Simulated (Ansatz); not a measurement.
`FC/C=C\C(F)(F)F`, 12 atoms. Total charge 0; spin multiplicity 1. All runs use 4 threads of an Arm Neoverse V2 on a shared host. Correlated methods freeze the cores.

**Question.** Give the basis size and wall time and peak host memory of each of these runs in Ansatz. RKS PBE0-D4/def2-TZVP frequencies; RKS PBE0-D4/def2-SVP energy; RHF-MP2/def2-TZVPP energy; RKS r2SCAN0-D4/def2-TZVPP energy; RKS ωB97M-V/def2-SVP energy; RHF-MP2/def2-QZVPP energy; RKS PBE0-D4/def2-TZVP relaxation (13 steps); RKS B3LYP-D4/def2-TZVPP energy and forces; direct RPA on PBE orbitals/def2-TZVPP energy; RKS PBE0-D4/def2-QZVPP energy; RKS r2SCANh-D4/def2-TZVPP energy; RKS ωB97M-V/def2-QZVPP energy. (Estimate.)

**Answer.** The calculation gave: Other jobs shared the machine, so times are rough.

```
                                level                    job  functions  wall time  peak host memory (GiB)
                 RKS PBE0-D4/def2-SVP                 energy        132      1.8 s                    0.65
                 RKS ωB97M-V/def2-SVP                 energy        132        7 s                    0.65
                   RHF-MP2/def2-TZVPP                 energy        304      7.5 s                    0.97
              RKS B3LYP-D4/def2-TZVPP      energy and forces        304        8 s                       1
            RKS r2SCANh-D4/def2-TZVPP                 energy        304      8.5 s                    0.94
            RKS r2SCAN0-D4/def2-TZVPP                 energy        304      8.5 s                    0.93
direct RPA on PBE orbitals/def2-TZVPP                 energy        304       12 s                    0.96
               RKS PBE0-D4/def2-QZVPP                 energy        576       14 s                     2.5
               RKS ωB97M-V/def2-QZVPP                 energy        576       31 s                       3
                   RHF-MP2/def2-QZVPP                 energy        576       52 s                     4.8
                RKS PBE0-D4/def2-TZVP  relaxation (13 steps)        272       84 s                    0.89
                RKS PBE0-D4/def2-TZVP            frequencies        272    5.7 min                     0.9
```

B3LYP here is the variant with VWN-RPA as its local correlation; programs differ in this.
